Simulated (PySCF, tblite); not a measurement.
Isomers of C5H4FN3, one GFN2-xTB conformer each. Single-point energies are computed at PBE0/pcSseg-1 (PySCF, gas phase, no added dispersion term), electronic only.

Question: Rank them by PBE0/pcSseg-1 energy, lowest first (kcal/mol).
A. `[CH2:1]=[CH:2][c:3]1[n:4][cH:5][n:6][n:7][c:8]1[F:9]` with C1–C2–C3–N4 0°
B. `[CH2:1]=[CH:2][c:3]1[n:4][n:5][n:6][cH:7][c:8]1[F:9]` with C1–C2–C3–N4 0°

Answer: A (0.0), B (21.7).

GFN2-xTB itself gives, in the same order: 0.0, 15.2. Both levels put the same isomer lowest.

Which frontier levels, dipoles and rotational constants go with these structures?

| SMILES | HOMO (eV, PBE0/pcSseg-1) | LUMO (eV) | dipole (D) | A, B, C (MHz) |
| --- | --- | --- | --- | --- |
| C=Cc1ncnnc1F | -7.31 | -2.80 | 3.67 | 2731, 1655, 1030 |
| C=Cc1nnncc1F | -7.38 | -2.51 | 3.76 | 2609, 1680, 1022 |

What happens when harmonic zero-point energies from GFN2-xTB frequencies are added?

```
      SMILES  ZPE (kcal/mol)  electronic (kcal/mol)  with ZPE (kcal/mol)
C=Cc1ncnnc1F            53.7                    0.0                  0.0
C=Cc1nnncc1F            53.4                   21.7                 21.4
```

The zero-point energies span 0.3 kcal/mol. The order is unchanged.
